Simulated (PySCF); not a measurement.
Geometry:
```json
{"atom": "Al1", "x (Å)": "0.294", "y (Å)": "0.518", "z (Å)": "0.009"}
{"atom": "Cl2", "x (Å)": "2.366", "y (Å)": "0.486", "z (Å)": "0.061"}
{"atom": "Cl3", "x (Å)": "-0.772", "y (Å)": "2.297", "z (Å)": "-0.033"}
{"atom": "C4", "x (Å)": "-0.657", "y (Å)": "-1.146", "z (Å)": "-0.011"}
{"atom": "N5", "x (Å)": "-1.231", "y (Å)": "-2.155", "z (Å)": "-0.025"}
```

Geometry: PBE0-D3(BJ)/def2-SVP; GIAO shifts from PySCF, gas phase, non-relativistic, averaged over equivalent atoms.

At B3LYP/pcSseg-1 (pcSseg-2 on Al) (125 basis functions, 7.3 s wall time on 1 thread of an x86-64 server CPU, shared host):
```json
{"atoms": "Al1", "δ (ppm)": "162.1"}
{"atoms": "Cl2/Cl3", "δ (ppm)": "41.0"}
{"atoms": "C4", "δ (ppm)": "122.6"}
{"atoms": "N5", "δ (ppm)": "382.9"}
```

Referencing at the same level of theory: [Al(H2O)6]3+ for ²⁷Al (σ = 571.15 ppm); ³⁵Cl (σ = 930.46 ppm) against HCl; TMS for ¹³C (σ = 179.24 ppm); ¹⁵N (σ = 263.54 ppm) vs NH3.

Predict the values at PBE0/pcSseg-1 (pcSseg-2 on Al) on the same geometry.

Answers


```tsv
atoms	δ at PBE0/pcSseg-1 (pcSseg-2 on Al)	change
Al1	157.4	-4.7
Cl2/Cl3	40.2	-0.8
C4	125.1	+2.5
N5	382.6	-0.3
```

Referencing at the same level of theory: ²⁷Al (576.18 ppm) vs [Al(H2O)6]3+; ³⁵Cl (943.27 ppm) against HCl; TMS for ¹³C (184.41 ppm); NH3 for ¹⁵N (265.67 ppm).

The largest change is at Al1 (aluminium bonded to C, 2 Cl). Cost: 125 basis functions, 11 s wall time on 1 thread of an x86-64 server CPU, shared host.

Experimental scales use liquid or dissolved standards, which lie at an offset from isolated NH3 (liquid NH3: subtract about 20 ppm). Unscaled 15N shifts of sp2 nitrogen come out 20 to 40 ppm too high even then.
